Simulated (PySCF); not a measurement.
# Working out the ionisation energy of Tl

Tl [Xe] 4f14 5d10 6s2 6p1 (2P) → Tl⁺ [Xe] 4f14 5d10 6s2 (1S). Computed with PySCF 2.14 in x2c-TZVPPall (11s7p6d3f, 83 functions), with the spin-free X2C one-electron Hamiltonian (Gaussian nucleus). Frozen: [Xe] 4f14 5d10. Energies in hartree (1 hartree = 27.21139 eV):

| part | Tl (lower) | Tl⁺ (upper) |
| --- | --- | --- |
| UHF | -20243.515297 | -20243.331475 |
| CCSD correlation | -0.034300 | -0.026396 |
| (T) | -0.000454 | 0.000000 |

**Question.** What does Hartree-Fock give?

**Answer.** (-20243.331475) − (-20243.515297) = 0.183822 hartree = 5.002 eV.

**Question.** What do CCSD and CCSD(T) give?

**Answer.** The CCSD correlation energies differ by 0.007904 hartree = 0.215 eV and the triples by 0.000454 hartree = 0.012 eV, so CCSD gives 5.217 eV and CCSD(T) 5.229 eV.

Measured between the centres of the two terms (NIST): 5.464 eV, so CCSD(T) (valence) is off by -0.235 eV.

What remains against the reference includes basis incompleteness, the frozen core and higher excitations.
